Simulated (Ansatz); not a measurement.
Start from `OB(F)[SiH3]` and change one atom or group to get `OBB(F)[SiH3]`.

Ansatz, PBE0-D4/def2-TZVP geometries, multiplicity 1. Each molecule was computed in one conformer, which needn't be the lowest.

```tsv
property	`OB(F)[SiH3]`
size of the dipole moment (PBE/def2-TZVPP) / D	1.98
HOMO–LUMO gap (B3LYP/def2-TZVPP) / eV	7.48
HOMO energy (PBE0/def2-TZVPP) / eV	-8.59
LUMO energy (ωB97M-V/def2-TZVPP) / eV	1.26
HOMO energy (PBE/def2-TZVPP) / eV	-7.23
HOMO–LUMO gap (PBE/def2-TZVPP) / eV	5.60
```

(1) What does the change do to each property? (Estimate.)

## Answers

(1) Computed: 
```json
{"property": "size of the dipole moment (PBE/def2-TZVPP) / D", "`OBB(F)[SiH3]`": "2.16", "shift": "0.18"}
{"property": "HOMO–LUMO gap (B3LYP/def2-TZVPP) / eV", "`OBB(F)[SiH3]`": "5.18", "shift": "-2.30"}
{"property": "HOMO energy (PBE0/def2-TZVPP) / eV", "`OBB(F)[SiH3]`": "-7.22", "shift": "1.37"}
{"property": "LUMO energy (ωB97M-V/def2-TZVPP) / eV", "`OBB(F)[SiH3]`": "0.32", "shift": "-0.94"}
{"property": "HOMO energy (PBE/def2-TZVPP) / eV", "`OBB(F)[SiH3]`": "-5.93", "shift": "1.30"}
{"property": "HOMO–LUMO gap (PBE/def2-TZVPP) / eV", "`OBB(F)[SiH3]`": "3.31", "shift": "-2.29"}
```

With PBE0 the HOMO rises by 1.37 eV and the LUMO falls by 0.95 eV, so the gap narrows by about 2.32 eV. PBE moves the HOMO by 1.30 eV and ωB97M-V by 1.41 eV. Dipoles are sizes alone; their direction can turn.

B3LYP here is the variant with VWN-RPA as its local correlation; programs differ in this.
